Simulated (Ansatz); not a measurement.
ClFGeH2O2 (`[OH][Ge]([OH])([F])[Cl]`). Charge 0, multiplicity 1. Correlated methods include outer-core shells of Ge, which these sets cover unevenly. Scalar relativity is left out up to krypton.

```xyz
7

O     0.510   -1.357   -0.887
Ge   -0.320   -0.109   -0.008
O     0.864    0.891    0.798
F    -1.218    0.906   -1.071
Cl   -1.728   -1.003    1.281
H     1.376   -1.069   -1.191
H     0.516    1.742    1.079
```

Give the diagnostics of a CCSD(T)/def2-TZVPP run (frozen core, Ansatz 0.2.0). (Best estimate.)

The calculation gave: T1 = 0.0115, largest single amplitude 0.017, largest double 0.015, (T) share of the correlation energy 3.5 %, 9 CCSD cycles. The RHF solution is stable towards an unrestricted one. T1 lies under the customary mark of 0.02 for closed shells.
